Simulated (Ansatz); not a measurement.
Relaxation of FH$_{7}$OSi$_{2}$ (11 atoms, charge 0, multiplicity 1), to a largest force component of 0.03 eV/Å in at most 50 steps.

The calculation used RKS B3LYP-D4/6-31G* (Ansatz).

```xyz
11
Properties=species:S:1:pos:R:3
Si -0.340 -1.446 0.174
Si 0.870 1.841 -0.292
H 0.205 -0.683 -0.958
H 0.390 -2.722 0.377
O -1.939 -1.674 -0.158
H 1.014 1.084 0.928
F -0.193 -0.617 1.586
H 1.260 3.259 -0.062
H -0.543 1.803 -0.755
H 1.749 1.276 -1.351
H -2.473 -2.119 0.512
```

Question: Where does it end, and by what steps?

Answer: It converged. The force dipped under the threshold on the way, but the program's further checks kept it going. After 13 steps the energy has fallen by 0.231 eV; H6 moved furthest, 1.12 Å.

```
step  energy less start (eV)  largest force component (eV/Å)  accepted
   0                  0.0000                           0.968       yes
   1                 -0.1456                           0.595       yes
   2                 -0.1672                           0.302       yes
   3                 -0.1753                           0.107       yes
   4                 -0.1810                           0.073       yes
   5                 -0.1863                           0.157       yes
   6                 -0.1922                           0.156       yes
   7                 -0.2038                           0.268       yes
   8                 -0.2117                           0.347       yes
   9                 -0.2238                           0.193       yes
  10                 -0.2221                           0.509        no
  11                 -0.2293                           0.028       yes
  12                 -0.2305                           0.011       yes
  13                 -0.2308                           0.015       yes
```

```xyz
11
Properties=species:S:1:pos:R:3
Si -0.416 -1.777 -0.027
Si 0.948 2.180 -0.102
H 0.091 -1.405 -1.361
H 0.161 -3.046 0.487
O -2.056 -1.866 -0.174
H 1.346 2.079 1.324
F 0.013 -0.636 1.034
H 1.393 3.496 -0.638
H -0.527 2.079 -0.235
H 1.601 1.102 -0.890
H -2.553 -2.207 0.582
```

The run took 29 s on 2 threads of Arm Neoverse V1, on a shared host, peak memory 0.17 GiB.
